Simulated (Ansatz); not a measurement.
A search over several starts for the lowest SCF solution of InPH3F3⁺, that is In(PH3)F3 with one electron fewer at the given spin, in a small basis.

```yaml
crystal:
  periodic: [false, false, false]
  atoms:
    - {symbol: In, position_ang: [-0.004299, 0.010115, -1.515437]}
    - {symbol: P, position_ang: [0.004742, -0.006889, 1.220907]}
    - {symbol: H, position_ang: [0.707966, 1.023081, 1.892029]}
    - {symbol: H, position_ang: [0.551583, -1.137706, 1.875058]}
    - {symbol: H, position_ang: [-1.241568, 0.078070, 1.888095]}
    - {symbol: F, position_ang: [1.933813, -0.014350, -1.793492]}
    - {symbol: F, position_ang: [-0.954351, 1.702311, -1.776341]}
    - {symbol: F, position_ang: [-0.997905, -1.654642, -1.790819]}
basis:
  gaussian: {orbitals: def2-SVP}
total_charge: 1
magnetization: {spin_polarized: true, initial_magnetization: 1}
hamiltonian: {xc: pbe0, dispersion: d4}
output: {orbitals: {seedname: orbitals}}
```

```sh
$ ansatz run in.yaml --threads 4 --pin off --events-out ev --progress --plain --max-ram 3916MiB
```

Shortened log:

```
Functional definition: PBE0
1034 factors; integrals over basis functions are off by at most 8.3e-4 eV
mean field evaluation 1: about -22613.5875 eV, gradient 7.0e1 eV
mean field evaluation 2: about -22327.1386 eV, gradient 2.2e2 eV
mean field evaluation 4: about -22625.0148 eV, gradient 3.6e1 eV
mean field evaluation 8: about -22628.5622 eV, gradient 1.7e1 eV
mean field evaluation 16: about -22631.6342 eV, gradient 3.3e-2 eV
mean field evaluation 32: about -22631.5515 eV, gradient 5.1e-1 eV
mean field -22631.63422538 eV, -831.6972175102 hartree, gradient 2.3e-6 eV, S^2 0.759852; 6 other end points of the search recorded, 0 dependent functions left out
reference -22631.63426700 eV, -831.6972190396 hartree; 33, 32 occupied and 68, 69 virtual orbitals, 1034 factors
Total energy: -22631.75308770 eV, -831.7015856199 hartree
```

Run time 6.5 s (4 threads of AMD EPYC 7R43 on a shared host).

In the def2 sets In takes a core potential; there is no spin–orbit coupling.
